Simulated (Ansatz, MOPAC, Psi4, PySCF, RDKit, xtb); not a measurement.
Dimer: H2O (SMILES O) (first 3 atoms) with CHN (SMILES C#N); geometry from B3LYP-D3(BJ)/def2-TZVP, rigid monomers moved along the line of their centres of mass till O1···H6 is 1.81 Å.
(charge 0, multiplicity 1):
```xyz
6

O     -0.08341    -0.07771    -0.10327
H      0.70905    -0.23245    -0.62767
H     -0.82821    -0.23088    -0.69383
C     -0.20892    -0.25020     2.77388
N     -0.25786    -0.33697     3.91662
H     -0.16287    -0.17197     1.70053
```

| level | interaction energy (meV) | minus CCSD(T)/CBS(aug-cc-pVDZ, aug-cc-pVTZ) |
|---|---|---|
| UFF | 1836.5 | 2019.8 |
| GFN-FF | -192.7 | -9.4 |
| AM1 | -14.0 | 169.3 |
| PM6 | -133.6 | 49.7 |
| PM7 | -105.2 | 78.0 |
| GFN1-xTB | 14.1 | 197.3 |
| GFN2-xTB | -95.4 | 87.9 |
| HF/STO-3G (no counterpoise) | -319.2 | -135.9 |
| HF/3-21G (no counterpoise) | -541.7 | -358.5 |
| HF/6-31G* | -193.6 | -10.4 |
| HF/6-31G* (no counterpoise) | -226.0 | -42.8 |
| HF/aug-cc-pVDZ | -131.8 | 51.5 |
| HF/aug-cc-pVTZ | -137.7 | 45.6 |
| PBE-D3(BJ)/def2-TZVPPD | -200.1 | -16.8 |
| PBE-D4/def2-TZVPPD | -197.8 | -14.5 |
| BP86/6-31G* (no counterpoise) | -280.0 | -96.7 |
| r2SCAN/def2-TZVPPD | -183.4 | -0.1 |
| r2SCAN-D3(BJ)/def2-TZVPPD | -191.1 | -7.8 |
| r2SCAN-D4/def2-TZVPPD | -189.7 | -6.5 |
| B3LYP/6-31G* (no counterpoise) | -295.8 | -112.6 |
| B3LYP/6-311+G** (no counterpoise) | -222.8 | -39.6 |
| B3LYP/def2-TZVPPD | -165.7 | 17.6 |
| B3LYP-D3(BJ)/def2-TZVPPD | -199.8 | -16.5 |
| B3LYP-D4/def2-TZVPPD | -195.3 | -12.0 |
| PBE0/def2-TZVPPD | -194.9 | -11.6 |
| PBE0-D4/def2-TZVPPD | -212.0 | -28.8 |
| M06-2X/6-31G* (no counterpoise) | -305.4 | -122.1 |
| wB97X-V/def2-TZVPPD | -189.4 | -6.2 |
| wB97M-V/def2-TZVPPD | -191.9 | -8.6 |
| MP2/6-31G* | -202.1 | -18.9 |
| MP2/6-31G* (no counterpoise) | -273.9 | -90.6 |
| MP2/aug-cc-pVTZ | -172.9 | 10.3 |
| SCS-MP2/aug-cc-pVDZ | -117.5 | 65.8 |
| SCS-MP2/aug-cc-pVTZ | -144.0 | 39.2 |
| CCSD/aug-cc-pVDZ | -131.0 | 52.3 |
| CCSD/aug-cc-pVTZ | -163.2 | 20.1 |
| CCSD(T)/aug-cc-pVDZ | -138.1 | 45.1 |
| CCSD(T)/aug-cc-pVTZ | -171.6 | 11.6 |
| CCSD(T)/CBS(aug-cc-pVDZ, aug-cc-pVTZ) | -183.2 | 0.0 |
| SAPT0/jun-cc-pV(D+d)Z | -231.1 | -47.8 |

 The comparison column counts from a level with limits of its own.

The rows run from -541.7 (HF/3-21G (no counterpoise)) to 1836.5 meV (UFF). In aug-cc-pVTZ the value moves HF -137.7, MP2 -172.9, CCSD -163.2, CCSD(T) -171.6, a shift of -34.0 from HF to CCSD(T). From aug-cc-pVDZ to aug-cc-pVTZ CCSD(T) changes by -33.5. The dispersion term adds -7.7 in r2SCAN-D3(BJ), -6.4 in r2SCAN-D4, -34.1 in B3LYP-D3(BJ). The 5 functionals in def2-TZVPPD without D3 or D4 span 29.2, from PBE0 to B3LYP.

Counterpoise-corrected where a basis set is named; no monomer relaxation. Rows marked so take none. RDKit's UFF carries no charges.

Correlated levels freeze the cores. CBS(a, b) extrapolates the correlation energy as X⁻³ and adds the Hartree–Fock energy of set b. Rows in 3-21G, 6-311+G**, 6-31G*, STO-3G carry no dispersion term and start afresh at each structure (6-31G* with six Cartesian d functions). MP2/6-31G* freezes PySCF's default core. The state that AM1, PM6, PM7 reach isn't checked; PM7 holds dispersion and hydrogen-bond terms.

Codes used: Ansatz (Gaussian orbitals); MOPAC for AM1, PM6, PM7 (differences of heats of formation); Psi4 for SAPT; PySCF for 3-21G rows, 6-311+G** rows, 6-31G* rows, STO-3G rows, the dispersion terms; RDKit for the force fields; xtb for the GFN methods.

Ansatz is a quantum-chemistry and plane-wave program.
